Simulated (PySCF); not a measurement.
C₃H₆FNSi. Atoms are numbered in the order given.

```xyz
12

N      2.4112     0.3158     0.4043
C      1.3476    -0.5392     0.1878
F      1.5356    -1.7204     0.7872
C      0.2376    -0.2945    -0.4814
C     -0.9114     0.0477    -1.0174
Si    -2.2429     0.9599    -0.0525
H      3.3126    -0.0897     0.1614
H      2.2881     1.2295    -0.0154
H     -1.1151    -0.2173    -2.0682
H     -1.7472     1.2419     1.3258
H     -2.5870     2.2476    -0.7342
H     -3.4917     0.1391     0.0165
```

Coordinates come from a PBE0-D3(BJ)/def2-SVP optimisation. The structure was generated by enumeration; whether it is a known compound was not checked. Other conformers were not sampled.

Method: PBE/pcSseg-1 (PySCF).

GIAO shieldings, no solvent; atoms listed in one row are averaged. δ = σ(ref) − σ: ¹⁵N against NH3 (σ = 267.0 ppm); ¹³C against TMS (σ = 182.0 ppm); ¹⁹F against CFCl3 (σ = 133.6 ppm); ²⁹Si against TMS (σ = 335.4 ppm); ¹H against TMS (σ = 31.49 ppm), references at their B3LYP-D3(BJ)/def2-TZVP geometries, non-relativistic.

```tsv
nucleus	atoms	count	δ (ppm)
¹⁵N	N1	1	71.9
¹³C	C4	1	229.5
¹³C	C2	1	156.4
¹³C	C5	1	110.9
¹⁹F	F3	1	-163.5
²⁹Si	Si6	1	-74.6
¹H	H9	1	7.01
¹H	H10, H11, H12	3	4.63
¹H	H7	1	2.47
¹H	H8	1	2.23
```
